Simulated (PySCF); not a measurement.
Work out the structure from these simulated measurements.

Formula: C3H4F3N3Si.

- Dipole: 3.29 D [PBE0/def2-SVPD]
- 1H NMR: chemical shifts (computed TMS as zero) by class: 8.20 (1 H), 5.38 (3 H) ppm [GIAO PBE0/pcSseg-1]
- NMR, other nuclei: isotropic shieldings of nuclei other than C and H, by class: -120 (1 N), -111 (1 N), -9 (1 N), 246 (3 F), 389 (1 Si) ppm [GIAO PBE0/pcSseg-1]
- UV, first state: lowest singlet excitation: 6.00 eV (207 nm, f = 0.000) [TDDFT PBE0/def2-SVPD]
- Rotational structure: rotational constants A, B, C: 2.876, 0.613, 0.557 GHz [GFN2-xTB]
- UV, strongest line: among the 8 lowest singlet transitions: S2 at 6.55 eV (189 nm, f = 0.231) [TDDFT PBE0/def2-SVPD]
- Triplet: lowest triplet excitation (Tamm–Dancoff): 4.91 eV [TDA PBE0/def2-SVPD]
- 13C NMR: chemical shifts (computed TMS as zero) by class: 148.2 (1 C), 141.6 (1 C), 131.1 (1 C) ppm [GIAO PBE0/pcSseg-1]

The electronic properties come from PySCF, for the isolated species, density fitting. Levels stand in brackets. Geometry: GFN2-xTB; no solvent, vibrations or thermal averaging. NMR values are class means; diastereotopic atoms form classes of their own.

Question: What is the compound? Reason from the data.

Answer: Numbering: `[F:1][C:2]([F:3])([F:4])[c:5]1[cH:6][n:7][n:8]([SiH3:9])[n:10]1`. Its formula, C3H4F3N3Si, gives 3 degrees of unsaturation: 1 ring and 2 π bonds in the structure found (Kekulé form). 3 carbons fall into 3 classes; from least to most shielded: substituted aromatic carbon [C5] (148.2 ppm), aromatic CH next to a ring nitrogen [C6] (141.6 ppm), CF3 carbon [C2] (131.1 ppm). Hydrogen classes from least to most shielded: 1 H on an aromatic CH next to a ring nitrogen, C6 (8.20 ppm), 3 H on an SiH3 silicon, Si9 (5.38 ppm). The other shieldings belong to: -120 ppm, pyridine-type nitrogen [N10]; -111 ppm, pyridine-type nitrogen [N7]; -9 ppm, pyrrole-type nitrogen [N8]; 246 ppm, fluorine of a CF3 group [F1/F3/F4]; 389 ppm, SiH3 silicon [Si9]. S1 is mainly HOMO−1→LUMO (weight 0.98); the largest Löwdin shares of the orbital it empties are 0.45 on a pyridine-type nitrogen, 0.34 on a pyridine-type nitrogen, 0.06 on the aromatic CH next to a ring nitrogen and 0.05 on the substituted aromatic carbon, of the orbital it fills 0.28 on a pyridine-type nitrogen, 0.20 on the pyrrole-type nitrogen, 0.18 on a pyridine-type nitrogen and 0.13 on the substituted aromatic carbon. By its constants the optimised geometry is an asymmetric top. Structure: `c1nn(nc1C(F)(F)F)[SiH3]`. The assignments are read from this structure; whether some other isomer fits the data as well wasn't checked.

Shape of the structure used: `[F:1][C:2]([F:3])([F:4])[c:5]1[cH:6][n:7][n:8]([SiH3:9])[n:10]1`: F1–C2–C5–C6 0°.
